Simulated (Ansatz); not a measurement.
Computed with Ansatz on PBE0-D4/def2-TZVP structures; ΔE is electronic, products minus reactants. CBS: MP2 limit from def2 TZ/QZ plus the TZ coupled-cluster correction, frozen cores. This one scheme is used for every species. DFT in def2-TZVPP. One conformer a species, not always the lowest.

`F[SiH2]O[SiH](F)F` + `CO[SiH2]N` → `CO[SiH2]N[SiH2]F` + `O[SiH](F)F`  (ligand exchange at the Si–O bond)

```
             level  ΔE (kcal/mol)
           ωB97X-V           11.7
            B2PLYP           12.5
            r2SCAN           11.8
     HF/def2-TZVPP           15.1
SCS-MP2/def2-TZVPP           12.2
     HF/def2-QZVPP           15.5
SCS-MP2/def2-QZVPP           12.5
      HF/CBS(def2)           15.6
```

Problem. What does CCSD(T)/CBS give? (An estimate is asked.)

Solution. The calculation gave: +11.9 kcal/mol. The listed levels differ from it by -0.2, 0.6, -0.1, 3.2, 0.3, 3.6, 0.6, 3.7 kcal/mol.

Largest T1 diagnostic among the species: 0.012.

In def2-TZVPP, CCSD(T) changes the Hartree–Fock value by −3.4 kcal/mol (the triples alone add −0.6 kcal/mol) and MP2 by −3.5 kcal/mol.
